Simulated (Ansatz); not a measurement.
**What each rung costs, and what it gives**

The pair of NH4⁺ (SMILES [NH4+], atoms 1–5) and SbH3 (SMILES [SbH3], atoms 6–9), both closed shells, in one local arrangement (a lower one may exist), relaxed at PBE0-D4/def2-TZVP:

```xyz
9
angstrom
N 0.0149 0.1762 -1.3615
H -0.3445 0.1587 -0.3809
H 0.9668 0.5472 -1.3612
H -0.5836 0.7682 -1.9402
H 0.0211 -0.7743 -1.7357
Sb -0.2164 -0.2674 2.4223
H -1.2295 0.2458 1.1076
H 0.3293 -1.5723 1.4506
H 1.0419 0.7179 1.7991
```

Interaction energies are counterpoise-corrected; the time is that of the whole pair.

Computed with Ansatz 0.2.0 (basis: as named in each row); correlated methods freeze the cores. Filled d shells of the heavier atoms are correlated. Core potentials replace the inner electrons of the atoms past krypton. The def2 sets are not built for correlating such inner shells, so the correlated values are less sure here. B3LYP uses VWN-RPA correlation. Extrapolation: Hartree–Fock as exp(−7.88 √X), correlation as X^−2.97.

Times are rough, for one single point on 4 threads of a shared host (Arm Neoverse V2).

The estimate by CCSD(T) at an estimated basis limit (MP2 extrapolated from triple and quadruple zeta, plus CCSD(T) − MP2 in triple zeta) is -10.40 kcal/mol.

| method | basis | time (s) | interaction energy (kcal/mol) | method less estimate |
| --- | --- | --- | --- | --- |
| SPW92 | def2-SVP | under 1 | -12.58 | -2.18 |
| PBE-D4 | def2-SVP | under 1 | -11.39 | -0.99 |
| PBE0-D4 | def2-SVP | under 1 | -10.34 | 0.06 |
| PBE-D4 | def2-TZVPPD | 1 | -12.45 | -2.05 |
| revPBE-D4 | def2-TZVPPD | 1 | -11.87 | -1.47 |
| CCSD(T) | def2-SVP | 2 | -7.19 | 3.21 |
| BLYP-D4 | def2-TZVPPD | 2 | -11.98 | -1.58 |
| PBE0-D4 | def2-TZVPPD | 2 | -11.56 | -1.16 |
| B3LYP-D4 | def2-TZVPPD | 2 | -11.54 | -1.14 |
| HSE06-D4 | def2-TZVPPD | 2 | -11.57 | -1.17 |
| wB97M-V | def2-SVP | 2 | -9.81 | 0.59 |
| r2SCAN-D4 | def2-TZVPPD | 3 | -11.05 | -0.65 |
| B2PLYP | def2-TZVPPD | 4 | -10.19 | 0.21 |
| wB97X-V | def2-TZVPPD | 4 | -10.41 | -0.01 |
| B97M-V | def2-TZVPPD | 6 | -11.55 | -1.15 |
| wB97M-V | def2-TZVPPD | 6 | -10.68 | -0.28 |
| MP2 | def2-QZVPPD | 11 | -10.65 | -0.25 |
| CCSD(T) | def2-TZVPPD | 64 | -9.83 | 0.57 |

T1 diagnostic: at most 0.015.
